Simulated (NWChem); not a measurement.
System: Si3H7Cl; SMILES [SiH]([SiH3])(Cl)[SiH3]

Parts of the log:

```
             Northwest Computational Chemistry Package (NWChem) 7.3.0
             --------------------------------------------------------

                             Geometry "geometry" -> ""
                             -------------------------

 Output coordinates in angstroms (scale by  1.889725989 to convert to a.u.)

  No.       Tag          Charge          X              Y              Z
 ---- ---------------- ---------- -------------- -------------- --------------
    1 Si                  14.0000    -0.06183600     0.58422500     0.00000000
    2 Si                  14.0000     0.98331100    -0.17472300    -1.95902400
    3 Si                  14.0000     0.98331100    -0.17472300     1.95902400
    4 Cl                  17.0000    -2.01141600    -0.17535500     0.00000000
    5 H                    1.0000    -0.15134600     2.07732800     0.00000000
    6 H                    1.0000     2.38042900     0.35744900    -2.02317000
    7 H                    1.0000     0.22220100     0.28547500    -3.15941500
    8 H                    1.0000     1.02932500    -1.66818500    -1.94145900
    9 H                    1.0000     0.22220100     0.28547500     3.15941500
   10 H                    1.0000     2.38042900     0.35744900     2.02317000
   11 H                    1.0000     1.02932500    -1.66818500     1.94145900

 Effective nuclear repulsion energy (a.u.)     327.7390657579

                              NWChem Property Module
                              ----------------------

  itol2e modified to match energy
  convergence criterion.

                                 NWChem DFT Module
                                 -----------------

 Summary of "ao basis" -> "ao basis" (spherical)
 ------------------------------------------------------------------------------
       Tag                 Description            Shells   Functions and Types
 ---------------- ------------------------------  ------  ---------------------
 Si                          6-31g*                  8       18   4s3p1d
 Cl                          6-31g*                  8       18   4s3p1d
 H                           6-31g*                  2        2   2s

  itol2e modified to match energy
  convergence criterion.

            General Information
            -------------------
          SCF calculation type: DFT
          Wavefunction type:  closed shell.
          No. of atoms     :    11
          No. of electrons :    66
           Alpha electrons :    33
            Beta electrons :    33
          Charge           :     0
          Spin multiplicity:     1
          Use of symmetry is: off; symmetry adaption is: off
          Maximum number of iterations: 150
          AO basis - number of functions:    86
                     number of shells:    46
          Convergence on energy requested:  1.00D-07
          Convergence on density requested:  1.00D-05
          Convergence on gradient requested:  5.00D-04

              XC Information
              --------------
                         B3LYP Method XC Potential
                     Hartree-Fock (Exact) Exchange  0.200
                        Slater Exchange Functional  0.800 local
                    Becke 1988 Exchange Functional  0.720 non-local
              Lee-Yang-Parr Correlation Functional  0.810
                  VWN I RPA Correlation Functional  0.190 local

             Grid Information
             ----------------
          Grid used for XC integration:  fine
          Radial quadrature: Mura-Knowles
          Angular quadrature: Lebedev.
          Tag              B.-S. Rad. Rad. Pts. Rad. Cut. Ang. Pts.
          ---              ---------- --------- --------- ---------
          Si                  1.10      123          12.0       770
          Cl                  1.00      123          12.0       770
          H                   0.35       60          14.0       590
          Grid pruning is: on
          Number of quadrature shells:   912
          Spatial weights used:  Erf1

      Superposition of Atomic Density Guess
      -------------------------------------

 Sum of atomic energies:       -1329.39013305

      Non-variational initial energy
      ------------------------------

 Total energy =   -1330.505367
 1-e energy   =   -2493.810940
 2-e energy   =     835.566508
 HOMO         =      -0.282550
 LUMO         =       0.016652

   convergence    iter        energy       DeltaE   RMS-Dens  Diis-err
 ---------------- ----- ----------------- --------- --------- ---------
 d= 0,ls=0.0,diis     1  -1332.8706279440 -1.66D+03  1.16D-02  3.33D-01
 d= 0,ls=0.0,diis     2  -1332.8895029666 -1.89D-02  7.09D-03  1.68D-01
 d= 0,ls=0.0,diis     3  -1332.9158867915 -2.64D-02  1.95D-03  2.48D-02
 d= 0,ls=0.0,diis     4  -1332.9201172692 -4.23D-03  2.52D-04  2.72D-04
 d= 0,ls=0.0,diis     5  -1332.9201589078 -4.16D-05  6.54D-05  1.82D-05
  Resetting Diis
 d= 0,ls=0.0,diis     6  -1332.9201619053 -3.00D-06  1.78D-05  1.04D-06
 d= 0,ls=0.0,diis     7  -1332.9201621216 -2.16D-07  4.38D-06  3.39D-08
 d= 0,ls=0.0,diis     8  -1332.9201621236 -2.06D-09  2.13D-06  2.26D-08

         Total DFT energy =    -1332.920162123648
      One electron energy =    -2496.963757709376
           Coulomb energy =      930.024167987357
    Exchange-Corr. energy =      -93.719638159520
 Nuclear repulsion energy =      327.739065757892

 Numeric. integr. density =       65.999995688466

                       DFT Final Molecular Orbital Analysis
                       ------------------------------------

 Vector   31  Occ=2.000000D+00  E=-3.427965D-01
              MO Center= -7.8D-01,  6.1D-03,  2.6D-09, r^2= 5.7D+00
   Bfn.  Coefficient  Atom+Function         Bfn.  Coefficient  Atom+Function
  ----- ------------  ---------------      ----- ------------  ---------------
    63      0.522378   4 Cl pz               67      0.270492   4 Cl pz
     9      0.206975   1 Si pz               59     -0.205005   4 Cl pz
    27     -0.169338   2 Si pz               45     -0.169338   3 Si pz
    78      0.149896   7 H  s                82     -0.149896   9 H  s
    77      0.131556   7 H  s                81     -0.131556   9 H  s

 Vector   32  Occ=2.000000D+00  E=-3.027107D-01
              MO Center= -7.7D-01,  2.6D-01, -5.1D-10, r^2= 4.3D+00
   Bfn.  Coefficient  Atom+Function         Bfn.  Coefficient  Atom+Function
  ----- ------------  ---------------      ----- ------------  ---------------
    62      0.452720   4 Cl py               61     -0.273984   4 Cl px
    74     -0.265833   5 H  s                66      0.263354   4 Cl py
     8     -0.211228   1 Si py               73     -0.178953   5 H  s
    58     -0.176864   4 Cl py               65     -0.161960   4 Cl px
     7      0.155171   1 Si px               27      0.131353   2 Si pz

 Vector   33  Occ=2.000000D+00  E=-2.786831D-01
              MO Center= -8.1D-02,  7.9D-02,  1.1D-09, r^2= 5.0D+00
   Bfn.  Coefficient  Atom+Function         Bfn.  Coefficient  Atom+Function
  ----- ------------  ---------------      ----- ------------  ---------------
    63     -0.397360   4 Cl pz                9      0.363567   1 Si pz
    27     -0.253912   2 Si pz               45     -0.253912   3 Si pz
    67     -0.244971   4 Cl pz               59      0.154527   4 Cl pz
     5     -0.136097   1 Si pz               25      0.133115   2 Si px
    43     -0.133115   3 Si px               24     -0.104936   2 Si s

 Vector   34  Occ=0.000000D+00  E=-3.301407D-02
              MO Center=  1.5D-01,  3.7D-01,  3.6D-10, r^2= 5.0D+00
   Bfn.  Coefficient  Atom+Function         Bfn.  Coefficient  Atom+Function
  ----- ------------  ---------------      ----- ------------  ---------------
    11      0.817541   1 Si px               64      0.641255   4 Cl s
    65      0.447992   4 Cl px               10     -0.393293   1 Si s
    12      0.395113   1 Si py                7      0.344526   1 Si px
    61      0.284384   4 Cl px               76     -0.271121   6 H  s
    84     -0.271121  10 H  s                78      0.218197   7 H  s

 Vector   35  Occ=0.000000D+00  E=-7.866224D-03
              MO Center=  6.5D-01,  9.4D-02,  3.6D-09, r^2= 7.3D+00
   Bfn.  Coefficient  Atom+Function         Bfn.  Coefficient  Atom+Function
  ----- ------------  ---------------      ----- ------------  ---------------
    10      1.368275   1 Si s                12     -0.660283   1 Si py
    28     -0.607468   2 Si s                46     -0.607468   3 Si s
    29      0.527417   2 Si px               47      0.527417   3 Si px
    30     -0.416136   2 Si py               48     -0.416136   3 Si py
    78      0.392710   7 H  s                82      0.392710   9 H  s

 Vector   36  Occ=0.000000D+00  E= 1.038689D-02
              MO Center=  9.8D-01, -8.1D-02, -6.4D-08, r^2= 7.3D+00
   Bfn.  Coefficient  Atom+Function         Bfn.  Coefficient  Atom+Function
  ----- ------------  ---------------      ----- ------------  ---------------
    10      1.668002   1 Si s                31     -0.970133   2 Si pz
    49      0.970133   3 Si pz               11      0.699472   1 Si px
    28     -0.690828   2 Si s                46     -0.690828   3 Si s
    74     -0.550449   5 H  s                78     -0.454739   7 H  s
    82     -0.454739   9 H  s                 6      0.356003   1 Si s

     Multipole analysis of the density
     ---------------------------------

[...]

          -----------------------------------------
          Chemical Shielding Tensors (GIAO, in ppm)
          -----------------------------------------

                                NWChem CPHF Module
                                ------------------

  scftype          =     RHF
  nclosed          =       33
  nopen            =        0
  variables        =     1749
  # of vectors     =        3
  tolerance        = 0.10D-03
  level shift      = 0.00D+00
  max iterations   =       50
  max subspace     =       30

 SCF residual:    2.7979700376264936E-005

Iterative solution of linear equations
  No. of variables     1749
  No. of equations        3
  Maximum subspace       30
        Iterations       50
       Convergence  1.0D-04

   iter   nsub   residual    time
   ----  ------  --------  ---------
     1      3    4.40D-01      76.5
     2      6    1.53D-02      83.5
     3      9    1.38D-03      90.7
     4     12    4.66D-05      97.8

      Atom:    1  Si
        Diamagnetic
    884.6313      1.9761      0.0000
      1.9761    876.3908     -0.0000
      0.0000     -0.0000    881.9452

        Paramagnetic
   -422.9980     47.8830     -0.0000
     47.8830   -533.7750     -0.0000
     -0.0000     -0.0000   -508.7031

        Total Shielding Tensor
    461.6334     49.8591     -0.0000
     49.8591    342.6158     -0.0000
     -0.0000     -0.0000    373.2421

           isotropic =     392.4971
          anisotropy =     130.8940

          Principal Components and Axis System
                 1           2           3
              479.7598    373.2421    324.4894

      1         0.9398      0.0000     -0.3417
      2         0.3417      0.0000      0.9398
      3        -0.0000      1.0000     -0.0000

      Atom:    2  Si
        Diamagnetic
    881.5819     -0.7994     -3.1397
     -0.7994    879.2023      1.6440
     -3.1397      1.6440    885.1230

        Paramagnetic
   -401.5553      0.3155     -3.2405
      0.3155   -404.8082     -0.0263
     -3.2405     -0.0263   -404.1968

        Total Shielding Tensor
    480.0266     -0.4839     -6.3802
     -0.4839    474.3941      1.6178
     -6.3802      1.6178    480.9262

           isotropic =     478.4490
          anisotropy =      12.9074

          Principal Components and Axis System
                 1           2           3
              487.0539    474.8932    473.3998

      1        -0.6719      0.5567      0.4885
      2         0.1191      0.7322     -0.6706
      3         0.7310      0.3924      0.5583

      Atom:    3  Cl
        Diamagnetic
   1154.3305      3.4918      0.0000
      3.4918   1144.6822      0.0000
      0.0000      0.0000   1144.5767

        Paramagnetic
   -104.2961    -41.6732     -0.0000
    -41.6732    -80.4088     -0.0000
     -0.0000     -0.0000   -110.5113

        Total Shielding Tensor
   1050.0344    -38.1815     -0.0000
    -38.1815   1064.2734     -0.0000
     -0.0000     -0.0000   1034.0653

           isotropic =    1049.4577
          anisotropy =      69.8036

          Principal Components and Axis System
                 1           2           3
             1095.9935   1034.0653   1018.3143

      1        -0.6390     -0.0000      0.7692
      2         0.7692     -0.0000      0.6390
      3         0.0000      1.0000      0.0000

      Atom:    4  H
        Diamagnetic
     24.0454     -0.0067     -0.0000
     -0.0067     38.8777     -0.0000
     -0.0000     -0.0000     23.7656

        Paramagnetic
      1.2569      1.3858     -0.0000
      1.3858     -7.9801     -0.0000
     -0.0000     -0.0000     -0.1918

        Total Shielding Tensor
     25.3023      1.3791     -0.0000
      1.3791     30.8976     -0.0000
     -0.0000     -0.0000     23.5739

           isotropic =      26.5912
          anisotropy =       6.9416

          Principal Components and Axis System
                 1           2           3
               31.2190     24.9808     23.5739

      1         0.2270      0.9739      0.0000
      2         0.9739     -0.2270     -0.0000
      3        -0.0000     -0.0000      1.0000

      Atom:    5  H
        Diamagnetic
     36.8799      4.0255     -2.7747
      4.0255     24.9530     -0.1958
     -2.7747     -0.1958     26.2201

        Paramagnetic
     -4.2930     -1.9278      1.0874
     -1.9278      1.0647     -0.1550
      1.0874     -0.1550      0.7354

        Total Shielding Tensor
     32.5869      2.0976     -1.6873
      2.0976     26.0176     -0.3508
     -1.6873     -0.3508     26.9556

           isotropic =      28.5200
          anisotropy =       7.6817

          Principal Components and Axis System
                 1           2           3
               33.6412     26.5296     25.3893

      1         0.9308      0.2051     -0.3025
      2         0.2676      0.1814      0.9463
      3        -0.2490      0.9618     -0.1140

      Atom:    6  H
        Diamagnetic
     27.1434     -1.8715      3.9682
     -1.8715     24.3025     -2.9459
      3.9682     -2.9459     36.1023

        Paramagnetic
     -0.2163      0.8347     -2.0208
      0.8347      1.4204      1.2445
     -2.0208      1.2445     -4.0038

        Total Shielding Tensor
     26.9271     -1.0368      1.9474
     -1.0368     25.7229     -1.7014
      1.9474     -1.7014     32.0986

           isotropic =      28.2495
          anisotropy =       7.5049

          Principal Components and Axis System
                 1           2           3
               33.2528     26.4271     25.0687

      1         0.3221      0.8619      0.3916
      2        -0.2506     -0.3212      0.9132
      3         0.9129     -0.3923      0.1126

      Atom:    7  H
        Diamagnetic
     24.3621     -1.6640     -1.4615
     -1.6640     37.1310      2.0323
     -1.4615      2.0323     25.9671

        Paramagnetic
      1.3789      0.6045      0.7007
      0.6045     -4.8905     -1.0038
      0.7007     -1.0038      0.8964

        Total Shielding Tensor
     25.7410     -1.0595     -0.7608
     -1.0595     32.2405      1.0285
     -0.7608      1.0285     26.8635

           isotropic =      28.2816
          anisotropy =       6.5286

          Principal Components and Axis System
                 1           2           3
               32.6340     26.8934     25.3175

      1        -0.1700     -0.3669      0.9146
      2         0.9660     -0.2453      0.0811
      3         0.1946      0.8973      0.3961
```

Level: B3LYP/6-31G* (spherical d), GIAO. Structure relaxed at the PBE0/def2-SVP level. The output numbers the shielded atoms by their place in the input's list. The printed shielding anisotropy is the first printed principal value minus the mean of the other two.

### Question
Write an input that gives this output.

### Answer
One answer among several that fit: the input that was run:
```
start job
memory heap 200 mb stack 900 mb global 1100 mb
geometry units angstroms noautosym nocenter noautoz
  Si    -0.061836     0.584225     0.000000
  Si     0.983311    -0.174723    -1.959024
  Si     0.983311    -0.174723     1.959024
  Cl    -2.011416    -0.175355     0.000000
  H     -0.151346     2.077328     0.000000
  H      2.380429     0.357449    -2.023170
  H      0.222201     0.285475    -3.159415
  H      1.029325    -1.668185    -1.941459
  H      0.222201     0.285475     3.159415
  H      2.380429     0.357449     2.023170
  H      1.029325    -1.668185     1.941459
end
basis spherical
  Si library 6-31g*
  Cl library 6-31g*
  H library 6-31g*
end
dft
  xc b3lyp
  iterations 150
end
property
  shielding 7 1 2 4 5 6 7 8
end
task dft property
```
